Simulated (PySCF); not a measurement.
Telling isomers of C8H6ClFO apart by NMR

Theory: GFN2-xTB structure, shieldings: GIAO PBE0/pcSseg-1, in PySCF 2.14 (one computed conformer, no relativistic terms, averaged over atoms made equivalent by symmetry, fast rotation or ring inversion, in vacuum).

δ = σ(ref) − σ, references computed at the same level: TMS for 1H (σref 31.72), 13C (σref 186.93). Splittings of carbon signals by F and P are missing where no couplings were computed. Where no couplings were computed, multiplicities follow the n + 1 count of equivalent neighbours, and m marks all less simple cases (inequivalent or close neighbours, rings, F or P nearby). Shifts are as computed. Against solution values, carbons near 30 ppm lie about +3 ppm off and those near 130 ppm about +5 ppm; carbons on Cl a further +6 ppm. Of 1211 compounds with measured shifts, 218 miss one by over three times the rms of a fit or turn the order of signals round; such compounds aren't used in these exercises. Carbons bonded to Cl come out too deshielded.

(1) Tabulate the signals of `Cc1cc(C(=O)F)ccc1Cl`, `Fc1ccc2c(c1Cl)OCC2`, `Cc1ccc(F)cc1C(=O)Cl`, `Cc1ccc(C(=O)Cl)cc1F` and their relative energies.

(2) What is the quickest way to tell Cc1cc(C(=O)F)ccc1Cl from Cc1ccc(C(=O)Cl)cc1F?

(3) What is the quickest way to tell Fc1ccc2c(c1Cl)OCC2 from Cc1ccc(F)cc1C(=O)Cl?

(4) What is the quickest way to tell Fc1ccc2c(c1Cl)OCC2 from Cc1ccc(C(=O)Cl)cc1F?

## Answers

(1) 
```tsv
SMILES	carbon types	δC	δH	E rel. (kcal/mol)
Cc1cc(C(=O)F)ccc1Cl	4×C 3×CH 1×CH3	165.4, 154.5, 143.9, 141.5, 136.8, 135.5, 127.9, 23.6	8.47 (m, 1H), 8.20 (m, 1H), 7.74 (d, 1H), 2.57 (s, 3H)	0.0
Fc1ccc2c(c1Cl)OCC2	4×C 2×CH 2×CH2	168.8, 166.1, 127.3, 127.2, 114.8, 113.0, 74.0, 33.6	7.26 (m, 1H), 6.88 (m, 1H), 4.91 (m, 2H), 3.39 (m, 2H)	24.9
Cc1ccc(F)cc1C(=O)Cl	4×C 3×CH 1×CH3	176.1, 170.5, 147.4, 138.3, 135.2, 129.9, 128.9, 26.4	8.58 (m, 1H), 7.57 (m, 1H), 7.55 (m, 1H), 2.77 (s, 3H)	11.5
Cc1ccc(C(=O)Cl)cc1F	4×C 3×CH 1×CH3	175.6, 170.5, 141.5, 136.9, 136.0, 133.2, 127.5, 18.1	8.37 (m, 1H), 8.19 (d, 1H), 7.62 (m, 1H), 2.56 (s, 3H)	7.8
```

Energies are electronic energies at PBE0/pcSseg-1 on these geometries, without zero-point or thermal terms, each for the one conformer computed, which needn't be the lowest.

(2) Both give the same number of carbon signals, with the same numbers of each carbon type, so the positions decide. The first has an aromatic carbon bearing chlorine (C) at 154.5 ppm, the second a carbonyl carbon (C) at 175.6 ppm. Their most deshielded carbons lie at 165.4 and 175.6 ppm.

(3) Both give the same number of carbon signals, but DEPT or the intensities differ. The first has an sp3 CH2 bonded to O at 74.0 ppm, the second a methyl carbon on an aromatic ring (CH3) at 26.4 ppm. Their most deshielded carbons lie at 168.8 and 176.1 ppm. In the proton spectra the most deshielded non-exchanging signals are 7.26 (m, 1H) and 8.58 (m, 1H).

(4) Both give the same number of carbon signals, but DEPT or the intensities differ. The first has an sp3 CH2 bonded to O at 74.0 ppm, the second a methyl carbon on an aromatic ring (CH3) at 18.1 ppm. Their most deshielded carbons lie at 168.8 and 175.6 ppm. In the proton spectra the most deshielded non-exchanging signals are 7.26 (m, 1H) and 8.37 (m, 1H).
